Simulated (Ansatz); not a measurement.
A nudged elastic band was laid between two geometries of CH6OSSi2 (11 atoms, charge 0, multiplicity 1).

Method: Ansatz 0.2.0, RHF/cc-pVDZ.

```yaml
movable_images: 7
climbing_image: yes
spring: 5.0 eV/Å²
optimiser: quadratic models (default)
start_path: through a guess of the saddle point
force_threshold: 0.05 eV/Å
iteration_limit: 60
end_points: relaxed
```

First end point:

```xyz
11
Properties=species:S:1:pos:R:3
O -0.855 -0.007 1.091
C 0.126 -0.320 0.499
Si 1.460 -1.518 1.265
S 0.456 0.293 -1.170
Si -1.339 1.521 -1.425
H 2.759 -0.805 1.297
H 1.558 -2.714 0.394
H 1.005 -1.876 2.627
H -2.552 0.679 -1.354
H -1.182 2.089 -2.786
H -1.371 2.601 -0.416
```

Last end point:

```xyz
11
Properties=species:S:1:pos:R:3
O -1.384 -1.584 1.739
C -0.283 -1.518 1.825
Si 1.751 -1.182 2.004
S -0.024 -0.142 -1.782
Si -1.008 1.792 -1.705
H 1.193 0.288 -1.419
H 1.925 -2.406 1.125
H 1.637 -1.928 3.322
H -2.405 1.529 -2.122
H -0.359 2.746 -2.635
H -0.978 2.347 -0.331
```

Question: What changes between the two ends?

Answer: Bonds broken: C2–S4, Si3–H6. Bonds formed: S4–H6. CH6OSSi2 becomes CH2OSi + H4SSi.

Question: What energy profile does the band end with?

Answer: The forces met the threshold. The highest image is number 5 of 0 to 8, 220.3 kJ/mol above the first end and 132.2 kJ/mol above the last; the last end lies 88.1 kJ/mol above the first. Neighbouring images differ by up to 1.3 eV, so the band resolves the path poorly. A vibrational analysis at the climbing image gives one clearly imaginary mode, 1036i cm⁻¹: a first-order saddle point. The orbitals stay closed-shell, which can raise the energy where a bond breaks towards radicals; this wasn't checked here.

| image | path coordinate (Å) | energy (kJ/mol) | C2–S4 (Å) | Si3–H6 (Å) | S4–H6 (Å) |
| --- | --- | --- | --- | --- | --- |
| 0 | 0.00 | 0.0 | 1.81 | 1.48 | 3.55 |
| 1 | 1.15 | 6.6 | 1.82 | 1.48 | 3.41 |
| 2 | 2.31 | 22.5 | 1.84 | 1.48 | 3.36 |
| 3 | 3.46 | 36.0 | 1.87 | 1.48 | 3.30 |
| 4 | 4.62 | 107.4 | 2.18 | 1.46 | 2.57 |
| 5 | 5.78 | 220.3 | 3.30 | 1.62 | 1.89 |
| 6 | 7.01 | 97.7 | 3.65 | 2.84 | 1.35 |
| 7 | 8.25 | 88.4 | 3.89 | 3.68 | 1.34 |
| 8 | 9.49 | 88.1 | 3.87 | 3.77 | 1.34 |

Question: What is the geometry of the highest image?

Answer: 
```xyz
11
Properties=species:S:1:pos:R:3
O -1.640 -1.522 1.407
C -0.573 -1.326 1.238
Si 1.479 -0.952 1.010
S -0.066 -0.455 -1.901
Si -0.803 1.440 -1.348
H 1.199 -0.441 -0.498
H 1.844 -2.376 1.238
H 1.607 -0.258 2.320
H -2.286 1.555 -1.456
H -0.210 2.583 -2.099
H -0.484 1.695 0.109
```

The band took 34 iterations and about 6 core-minutes.

Run time: 3.4 min on 2 threads of AMD EPYC 9R45 96-Core Processor (Zen 5) (shared host), peak memory 0.28 GiB.
